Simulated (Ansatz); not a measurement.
One change: `PB1C[SiH2]1` becomes `[SiH3]B1C[SiH2]1`.

Ansatz, PBE0-D4/def2-TZVP geometries, multiplicity 1. Each molecule was computed in one conformer, which needn't be the lowest.

```json
{"property": "size of the dipole moment (ωB97M-V/def2-TZVPP) / D", "`PB1C[SiH2]1`": "0.78"}
{"property": "HOMO–LUMO gap (PBE0/def2-TZVPP) / eV", "`PB1C[SiH2]1`": "4.87"}
{"property": "HOMO energy (PBE/def2-TZVPP) / eV", "`PB1C[SiH2]1`": "-5.64"}
{"property": "HOMO–LUMO gap (PBE/def2-TZVPP) / eV", "`PB1C[SiH2]1`": "2.97"}
{"property": "size of the dipole moment (PBE/def2-TZVPP) / D", "`PB1C[SiH2]1`": "0.79"}
{"property": "LUMO energy (PBE/def2-TZVPP) / eV", "`PB1C[SiH2]1`": "-2.68"}
```

Question: Give the same properties after the change, and the shifts. (Estimate.)

Answer: The calculation gave: 
| property | `[SiH3]B1C[SiH2]1` | shift |
| --- | --- | --- |
| size of the dipole moment (ωB97M-V/def2-TZVPP) / D | 1.58 | 0.80 |
| HOMO–LUMO gap (PBE0/def2-TZVPP) / eV | 5.00 | 0.13 |
| HOMO energy (PBE/def2-TZVPP) / eV | -5.90 | -0.26 |
| HOMO–LUMO gap (PBE/def2-TZVPP) / eV | 3.13 | 0.16 |
| size of the dipole moment (PBE/def2-TZVPP) / D | 1.54 | 0.75 |
| LUMO energy (PBE/def2-TZVPP) / eV | -2.76 | -0.08 |

With PBE0 the HOMO falls by 0.21 eV and the LUMO falls by 0.06 eV, so the gap widens by about 0.15 eV. PBE moves the HOMO by -0.26 eV and ωB97M-V by -0.17 eV. The zero-point energy changes by 18.8 kJ/mol with +3 modes. Dipoles are sizes alone; their direction can turn.
